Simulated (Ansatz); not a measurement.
The cluster CdF2⁻, relaxed as a doublet with UKS PBE-D4/def2-TZVPD in Ansatz, starting from the GFN1-xTB geometry. Force threshold 0.02 eV/Å.

In the def2 sets Cd takes a core potential; there is no spin–orbit coupling. The highest occupied level of the charge -1 doublet lies above zero (up to 0.39 eV). By energy differences its removal costs 2.50 eV (vertical, to the charge 0 singlet, at PBE-D4/def2-TZVPD); a positive level beside a positive removal energy at the same level points to self-interaction error. The relaxation made no stability test and no search for a lower SCF solution. The structure comes from a short search, and lower isomers may exist.

Start:

Cartesian coordinates in Å:
```
Cd -0.0387 -0.0140 0.0565
F -1.0975 -1.8852 -1.1689
F 1.1362 1.8993 1.1125
```

```tsv
step	energy (eV)	largest force component (eV/Å)	SCF passes
1	-9998.2214	0.995	17
2	-9998.5404	0.575	27
3	-9998.5824	0.537	27
4	-9998.6237	0.119	22
5	-9998.6820	0.241	27
6	-9998.7378	0.369	27
7	-9998.7687	0.179	22
8	-9998.7844	0.124	22
9	-9998.7875	0.000	21
```

Force components are those of the run's own axes.

End:

```tsv
atom	x (Å)	y (Å)	z (Å)
Cd1	-0.3671	-0.1202	0.5593
F2	-0.6651	-1.3772	-1.1455
F3	1.0322	1.4974	0.5862
```

By distances, no bond broke or formed. The bond that changes most is Cd1–F3, from 2.48 to 2.14 Å (atoms count from 1).

No frequencies were taken in this run, so the end may be a saddle point.

It took 7 s on 4 threads of Arm Neoverse V1 on a shared host.
